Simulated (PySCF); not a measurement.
Compound: C₆H₇F₃.
Bonds: C1–C2 (double), C2–C3, C3–C4 (double), C3–C5, C5–C6, C6–F7, C6–F8, C6–F9. Hydrogens: H10, H11 on C1; H12 on C2; H13, H14 on C4; H15, H16 on C5.

Torsions of this conformer, `[CH2:1]=[CH:2][C:3](=[CH2:4])[CH2:5][C:6]([F:7])([F:8])[F:9]`: C1–C2–C3–C4 178°, C2–C3–C5–C6 88°, C3–C5–C6–F7 179°.

The closed-shell ground state was solved at several levels (PySCF, density fitting, gas phase, non-relativistic). Geometry: PBE0-D3(BJ)/def2-SVP, one conformer, isolated molecule.

| level | basis functions | total energy (Eh) | HOMO (eV) | LUMO (eV) | gap (eV) | dipole (D) |
| --- | --- | --- | --- | --- | --- | --- |
| wB97X-D/def2-SVPD | 245 | -531.8234 | -8.85 | 0.50 | 9.35 | 2.21 |
| PBE0/pcSseg-1 | 188 | -531.7442 | -7.05 | -1.18 | 5.87 | 2.10 |
| B3LYP/pcJ-1 | 313 | -532.3717 | -6.82 | -1.36 | 5.46 | 2.11 |

Task: What might wB97X-D/pcSseg-1 (188 basis functions) give for the same quantities?

Result: Total energy -532.1425 Eh, HOMO -8.82 eV, LUMO 0.57 eV, gap 9.39 eV, dipole 2.14 D.

Task: Over all these levels, which gives the widest orbital gap and which the narrowest?

Result: wB97X-D/pcSseg-1 (range-separated hybrid) has the widest, 9.39 eV, and B3LYP/pcJ-1 (global hybrid, 20 % exact exchange) the narrowest, 5.46 eV. Functional and basis both differ between the two, so the spread mixes both effects.

Task: How far do the dipole and the HOMO energy spread over the levels?

Result: The dipole runs from 2.10 to 2.21 D (mean 2.14 D) and the HOMO from -8.85 to -6.82 eV.

The pairwise dispersion term of wB97X-D wasn't added to the energies; at a given geometry it leaves orbitals and properties as they are.
